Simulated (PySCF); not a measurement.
# AlBr: energy against distance

Set-up: basis Al def2-TZVPPD, Br def2-TZVPPD; no relativity; PySCF 2.14. Energies in eV from Al + Br in their ground configurations at the same level. State: ¹Σ⁺ (singlet), closed shell.

All columns are CAM-B3LYP. A positive dipole means Al(−)Br(+).

| R (Å) | E (eV) | μ (D) | Mulliken charge on Al (basis-dependent) | HOMO (eV) | LUMO (eV) | Mayer bond order | ⟨S²⟩ |
| --- | --- | --- | --- | --- | --- | --- | --- |
| 2.000 | -3.722 | 0.21 | -0.01 | -7.55 | -0.36 | 1.35 | 0.00 |
| 2.093 | -4.175 | -0.37 | 0.06 | -7.73 | -0.49 | 1.27 | 0.00 |
| 2.186 | -4.417 | -0.99 | 0.13 | -7.91 | -0.63 | 1.18 | 0.00 |
| 2.256 | -4.499 | -1.47 | 0.19 | -8.04 | -0.73 | 1.12 | 0.00 |
| 2.326 | -4.519 | -1.96 | 0.24 | -8.15 | -0.83 | 1.07 | 0.00 |
| 2.396 | -4.492 | -2.46 | 0.30 | -8.26 | -0.93 | 1.02 | 0.00 |
| 2.489 | -4.402 | -3.13 | 0.36 | -8.37 | -1.07 | 0.95 | 0.00 |
| 2.605 | -4.232 | -3.96 | 0.43 | -8.46 | -1.24 | 0.89 | 0.00 |
| 2.745 | -3.979 | -4.96 | 0.50 | -8.49 | -1.43 | 0.82 | 0.00 |
| 2.931 | -3.607 | -6.26 | 0.57 | -8.32 | -1.69 | 0.76 | 0.00 |

A fit through these points gives, at Re = 2.317 Å, μ = -1.90 D and dμ/dR = -7.07 D/Å; the reduced mass is 20.11 u.

How strong is the fundamental in the double-harmonic approximation, I = 42.26·(dμ/dR)²/μred km/mol?

I = 42.26·(-7.07)²/20.11 = 105 km/mol at CAM-B3LYP.
